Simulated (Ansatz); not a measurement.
A nudged elastic band was laid between two geometries of BFH4OSi (8 atoms, charge 0, multiplicity 1).

Theory: Ansatz 0.2.0, RHF/6-31G*.

| Property | Result |
| --- | --- |
| movable images | 9 |
| climbing image | yes |
| spring | 5.0 eV/Å² |
| optimiser | quadratic models (default) |
| start path | through a guess of the saddle point |
| force threshold | 0.03 eV/Å |
| iteration limit | 60 |
| end points | relaxed |

Initial state:

```xyz
8
Properties=species:S:1:pos:R:3
O 0.199 1.699 -0.263
Si -0.298 0.139 -0.498
B 0.456 -0.998 1.024
F 0.153 -2.283 1.045
H -0.063 2.362 -0.885
H 0.176 -0.375 -1.805
H -1.777 0.054 -0.523
H 1.155 -0.599 1.903
```

Final state:

```xyz
8
Properties=species:S:1:pos:R:3
O -0.283 1.761 -0.408
Si -0.437 0.120 -0.565
B 0.454 -0.903 0.974
F 0.146 -2.175 1.144
H 0.581 2.145 -0.438
H 0.165 -0.346 -1.838
H -1.884 -0.153 -0.601
H 1.259 -0.449 1.732
```

(1) Which bonds break or form, and what moves?

(2) Give the energies along the band, and the barrier.

(3) What is the geometry of the highest image?

(4) What are the harmonic wavenumbers there?

The band took 24 iterations and about 3 core-minutes.

Results:

(1) No bond is made or broken. The dihedral H5–O1–Si2–H6 goes from 59 to -57°.

(2) It converged. The highest image is number 7 of 0 to 10, 0.066 eV above the first end and 0.024 eV above the last; the last end lies 0.042 eV above the first. A vibrational analysis at the climbing image gives one clearly imaginary mode, 200i cm⁻¹: a first-order saddle point.

```tsv
image	path coordinate (Å)	energy (eV)	dihedral H5–O1–Si2–H6 (°)
0	0.00	0.000	59
1	0.27	0.012	83
2	0.55	0.037	111
3	0.82	0.047	139
4	1.10	0.043	163
5	1.37	0.044	-176
6	1.64	0.055	-152
7	1.92	0.066	-124
8	2.16	0.058	-98
9	2.40	0.046	-75
10	2.64	0.042	-57
```

(3) 
```xyz
8
Properties=species:S:1:pos:R:3
O -0.049 1.710 -0.694
Si -0.398 0.092 -0.669
B 0.428 -0.833 0.966
F 0.208 -2.122 1.139
H 0.443 2.088 0.020
H 0.123 -0.536 -1.900
H -1.863 -0.098 -0.653
H 1.109 -0.300 1.792
```

(4) 200i, 71, 161, 322, 453, 667, 804, 848, 895, 930, 1000, 1063, 1199, 1398, 2365, 2378, 2708, 4156 cm⁻¹.

The run took 3.1 min on 1 thread of Arm Neoverse V2, with other jobs on the host, peak memory 0.12 GiB.
